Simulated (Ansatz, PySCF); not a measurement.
This Ansatz (a first-principles code) input computes a B3LYP/def2-TZVPD energy:

Ansatz 0.2 input:
```yaml
crystal:
  periodic: [false, false, false]
  atoms:
    - {symbol: Sn, position_ang: [-0.02039849, -0.03269684, 1.26127392]}
    - {symbol: I, position_ang: [1.12139866, -1.94936602, -0.62789437]}
    - {symbol: I, position_ang: [-1.10215480, 1.98021209, -0.56198669]}
basis:
  gaussian:
    orbitals: def2-TZVPD
hamiltonian:
  xc: {name: B3LYP}
total_charge: -1
magnetization: {spin_polarized: true, initial_magnetization: 1}
output: {forces: true}
```

Task: Write an input for the same energy in PySCF and say what it gives.

Result: 
```python
from pyscf import gto, scf, dft

mol = gto.M(
    atom='''
    Sn   -0.02039849   -0.03269684    1.26127392
    I     1.12139866   -1.94936602   -0.62789437
    I    -1.10215480    1.98021209   -0.56198669
    ''',
    basis='def2-tzvpd',
    ecp='def2-tzvp',
    charge=-1,
    spin=1,
    verbose=4,
)

mf = dft.UKS(mol, xc='b3lyp').density_fit(auxbasis='def2-universal-jkfit')
mf.grids.level = 3
mf.conv_tol = 1e-9
mf.max_cycle = 100
mf.max_memory = 1500
mf.kernel()
if not mf.converged:
    mf = mf.newton()
    mf.kernel(mf.make_rdm1())
for _ in range(2):
    mo, _, stable, _ = mf.stability(return_status=True)
    if stable:
        break
    mf.kernel(mf.make_rdm1(mo, mf.mo_occ))
mf.analyze()
```
It gives -810.17436 Eh, and Ansatz -810.17435 Eh, a difference of 0.01 mEh.
